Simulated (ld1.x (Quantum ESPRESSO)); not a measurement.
**antimony: one change to an ultrasoft potential, before and after**

Sb, ultrasoft, made with ld1.x (Quantum ESPRESSO) 7.5 (PBE, scalar-relativistic). Core [Kr] 4d10, reference 5s2 5p3. Waves: 5s (bound): rcut 1.95, rcutus 2.20 bohr; 5s channel at 3.55 Ry: rcut 1.95, rcutus 2.20 bohr; 5p (bound): rcut 2.50, rcutus 2.80 bohr; 5p channel at 0.3 Ry: rcut 2.50, rcutus 2.80 bohr; 5d channel at 0.35 Ry: rcut 1.80, rcutus 2.15 bohr; 5d channel at 1.75 Ry: rcut 1.80, rcutus 2.15 bohr. Local part: all-electron potential smoothed inside 1.85 bohr (lloc = -1). Core correction: Bessel-smoothed model core inside 1.85 bohr. Augmentation charge: PSQ, radius 1.70 bohr.

Change: local potential all-electron potential smoothed inside 1.75 bohr (lloc = -1).

Cutoffs: the cutoffs (Ry, on a coarse ladder) from which the occupation-weighted sum of valence levels, in a spherical-Bessel basis at the reference potential, stays within 10 and 1 mRy of its value at 400 Ry; they do not see the model core or the augmentation charge, which bear on the density cutoff. Errors are all-electron minus pseudo energies relative to the spin-unpolarised reference configuration.

Predict the effect on cutoff, ghosts and configuration errors.

Both files are so soft that the ladder of cutoffs tells neither apart; both files keep a bound ghost (d); the errors of the 7 common tests hardly move; the range in which the s phases agree narrows (upper end 3.0 → 1.1).

| quantity | base | changed |
| --- | --- | --- |
| cutoff, loose | 6 Ry | 6 Ry |
| cutoff, tight | 10 Ry | 10 Ry |
| bound ghosts | d | d |
| error for 5s2 5p2, meV [ΔE 8.32 eV] | -7.7 | -7.7 |
| error for 5s2 5p1, meV [ΔE 24.28 eV] | -50 | -50 |
| error for 5s2 5p0, meV [ΔE 48.70 eV] | -184 | -183 |
| error for 5s2 5p2.5, meV [ΔE 3.26 eV] | -1.7 | -1.7 |
| error for 5s1 5p0, meV [ΔE 92.99 eV] | -617 | -612 |
| error for 5s1 5p3, meV [ΔE 17.05 eV] | -30 | -30 |
| error for 5s2 5p3.3, meV [ΔE -1.16 eV] | +0.1 | +0.1 |
| s: phases at 3.04 bohr within 0.05 rad from the reference energy up to (Ry; the scan ends near 5) | 3.0 | 1.1 |
| p: phases at 3.04 bohr within 0.05 rad from the reference energy up to (Ry; the scan ends near 5) | 2.5 | 2.4 |
| d: phases at 3.04 bohr within 0.05 rad from the reference energy up to (Ry; the scan ends near 5) | 4.6 | 4.6 |
| lowest overlap eigenvalue by channel | s 0.58, p 0.51, d 0.82 | s 0.54, p 0.49, d 0.82 |

 A true bound ghost makes a file unfit for plane-wave use even where its test errors are small: the radial tests pick states by their node count and pass the ghost by.
